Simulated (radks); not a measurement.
Results of a calculation; reference values are marked as such.
The aluminium ion Al+, [Ne] 3s2. Code: a radial shooting solver on a logarithmic mesh with Libxc functionals. Model: non-relativistic Kohn-Sham, exchange-only LDA, spin-polarised, spherical densities, point nucleus. Every spin shell is full or empty, so the densities are truly spherical. Functionals are evaluated on that one density, not self-consistently. Rank these orbital-free kinetic functionals by their error against the exact value of the orbitals, and give that value: Thomas-Fermi, von Weizsacker, TF + vW, TF + vW/9, TF + vW/5, LC94, revAPBEK, Perdew 92, Thakkar, Pearson, LKT, PG1, Ernzerhof.

Answer. Exact: 240.166 hartree. From best to worst, with 100 (|E| - |E exact|)/|E exact| (equal figures are ties): Thakkar -0.04, LC94 +0.09, Ernzerhof +0.15, Perdew 92 -0.55, TF + vW/9 -0.56, revAPBEK +0.63, Pearson -1.86, TF + vW/5 +5.18, Thomas-Fermi -7.75, PG1 +26.92, LKT +33.05, von Weizsacker -35.33, TF + vW +56.92.
